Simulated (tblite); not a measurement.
Compound: C₆H₅S₂ (doublet state).
SMILES with atom numbers: `[CH3:1][C:2]#[C:3][C@H:4]1[CH:5][C:6](=[S:7])[S:8]1` (hydrogens: H9, H10, H11 on C1; H12 on C4; H13 on C5)

The geometry is computed with GFN2-xTB (gas phase). This method treats the open shell by occupation alone, without spin polarisation.

**Question.** Give the optimised bond lengths and angles.

**Answer.** 
| bond | length (bohr) |
| --- | --- |
| C1–C2 | 2.726 |
| C2≡C3 | 2.270 |
| C3–C4 | 2.709 |
| C4–C5 | 2.831 |
| C5–C6 | 2.571 |
| C6=S7 | 3.164 |
| C6–S8 | 3.392 |
| C4–S8 | 3.560 |
| C1–H9, C1–H10, C1–H11 | 2.059 |
| C4–H12 | 2.065 |
| C5–H13 | 2.030 |

Bonds in one row agree within 0.02 bohr and their mean is given. A selection of angles:
| angle | degrees |
| --- | --- |
| C1–C2–C3 | 178.2 |
| C2–C3–C4 | 176.4 |
| C3–C4–C5 | 115.7 |
| C3–C4–S8 | 114.5 |
| C5–C4–S8 | 88.6 |
| C4–C5–C6 | 100.9 |
| C5–C6–S7 | 133.6 |
| C5–C6–S8 | 96.8 |
| S7–C6–S8 | 129.5 |
| C4–S8–C6 | 73.6 |

Torsions: C3–C4–C5–C6 117° (anticlinal); C4–C5–C6–S7 179° (antiperiplanar); C5–C6–S8–C4 0° (synperiplanar); C3–C4–S8–C6 -118° (anticlinal).

S8 (sulfur bonded to 2 C) is bent (angle 73.6°). The C–S distances run from 1.674 Å (C6=S7, drawn double in one of several resonance forms) to 1.884 Å (C4–S8, drawn single), a spread of 0.210 Å. The 4-membered ring C4–C5–C6–S8 has internal angles of 73.6° to 100.9° (sum 360°, against 360° for a flat polygon); it is planar, 0.00 Å rms from its mean plane, widest ring torsion 0°. C5 (carbon bonded to 2 C and H) is planar (angles 130.6°, 128.5° and 100.9°, sum 360.0°, 0.02 Å off the plane of its three neighbours). C6 (carbon bonded to C and 2 S) is planar (angles 133.6°, 129.5° and 96.8°, sum 360.0°, 0.00 Å off the plane of its three neighbours). The C–C distances run from 1.201 Å (C2≡C3, drawn triple) to 1.498 Å (C4–C5, drawn single), a spread of 0.297 Å.

Point group: C1 (no symmetry element, even within 0.4 Å). Its GFN2-xTB frequencies are all real (lowest 29 cm⁻¹).

On Arm Neoverse V1, one thread, shared host with 32 logical CPUs at a one-minute load of 14, this took 0.27 s. These figures are those of the optimisation.
